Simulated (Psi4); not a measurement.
Psi4 input (wB97X-D/6-31G*):

```
memory 1500 MB

molecule {
1 2
C    -2.16335200    0.35232400   -0.16745100
C    -0.83891500   -0.25572900    0.22672200
O     0.20763300    0.52697500   -0.40079100
C     1.46238500    0.13431000   -0.16368500
O     1.79441200   -0.79772100    0.51464300
H    -2.29552200    0.33182300   -1.24973500
H    -2.97707000   -0.21379700    0.28890100
H    -2.23354800    1.38701300    0.16977300
H    -0.68235600   -0.23859600    1.30595300
H    -0.74407800   -1.28948900   -0.10777600
H     2.15550200    0.80358400   -0.69145000
symmetry c1
no_reorient
no_com
}

set {
  basis 6-31G*
  reference uks
  scf_type pk
  dft_radial_points 99
  dft_spherical_points 590
  e_convergence 1e-8
  d_convergence 1e-7
  maxiter 150
}

e = energy('wb97x-d')
print_out(f'\nFINAL {e:.10f} DIPOLE {variable("CURRENT DIPOLE")[0]:.6f} {variable("CURRENT DIPOLE")[1]:.6f} {variable("CURRENT DIPOLE")[2]:.6f}\n')
```

From the output:

```
              A
    DOCC [    19 ]
    SOCC [     1 ]
    NA   [    20 ]
    NB   [    19 ]

  @UKS Final Energy:  -267.88634009823073

   => Energetics <=

    Nuclear Repulsion Energy =            177.6147984716737938
    One-Electron Energy =                -706.0817393601955700
    Two-Electron Energy =                 284.9938429452151922
    DFT Exchange-Correlation Energy =     -24.4098252388956105
    Empirical Dispersion Energy =          -0.0034169160285193
    VV10 Nonlocal Energy =                  0.0000000000000000
    Total Energy =                       -267.8863400982307326

  UHF NO Occupations:
  HONO-2 :   18  A 1.9995182
  HONO-1 :   19  A 1.9894278
  HONO-0 :   20  A 1.0000000
  LUNO+0 :   21  A 0.0105722
  LUNO+1 :   22  A 0.0004818
  LUNO+2 :   23  A 0.0002370
  LUNO+3 :   24  A 0.0001623

Computation Completed

Properties will be evaluated at   0.000000,   0.000000,   0.000000 [a0]

Properties computed using the SCF density matrix

 Multipole Moments:

 ------------------------------------------------------------------------------------
     Multipole            Electronic (a.u.)      Nuclear  (a.u.)        Total (a.u.)
 ------------------------------------------------------------------------------------

 L = 1.  Multiply by 2.5417464519 to convert [e a0] to [Debye]
 Dipole X            :         -0.3784440           -0.0000076           -0.3784516
 Dipole Y            :          0.2236120           -0.0000000            0.2236120
 Dipole Z            :         -0.1496898           -0.0000038           -0.1496936
 Magnitude           :                                                    0.4643664

 ------------------------------------------------------------------------------------

FINAL -267.8863400982 DIPOLE -0.378452 0.223612 -0.149694

*** Psi4 exiting successfully. Buy a developer a beer!
```

The dipole moment of an ion depends on the origin.

The geometry given is a B3LYP-D3(BJ)/def2-TZVP minimum of the species of charge 0 and multiplicity 1, not of this state.
